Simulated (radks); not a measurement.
Spherical quantum dot in the effective-mass picture: electrons in a parabolic well V = omega^2 r^2 / 2 with omega = 0.103, all in effective atomic units (hartree* = m*/eps^2 hartree, bohr* = eps/m* bohr), one dielectric constant everywhere. Method: non-relativistic Kohn-Sham, PBEsol, spin-polarised, spherical densities; computed with a radial shooting solver with Libxc functionals. Levels are named by radial order and angular momentum (1s, 1p, 1d, 2s, ...), and open shells are averaged over m. Results are scaled to m* = 0.029 and eps = 7.5, for which hartree* = 14.03 meV and bohr* = 13.69 nm.

N = 2, configuration 1s2. This is the lowest configuration that the search found. Occupied and some empty levels:

level,occupation,eigenvalue (meV),<r> (nm)
1s,2,6.1096,57.69
1p,0,7.1306,71.36
1d,0,8.3086,82.44
2s,0,8.6125,75.30

Energy (meV): total 7.24761, kinetic 1.5789, external 3.0428, Hartree 5.9678, exchange-correlation -3.3419.

Electron density:

r (nm),n(r) (e/nm^3)
8.69,2.106e-06
18.0,1.989e-06
27.4,1.793e-06
36.7,1.530e-06
46.0,1.220e-06
55.3,8.998e-07
64.7,6.057e-07
74.0,3.674e-07
83.3,1.981e-07
92.7,9.544e-08
102,4.177e-08
111,1.662e-08
121,5.993e-09
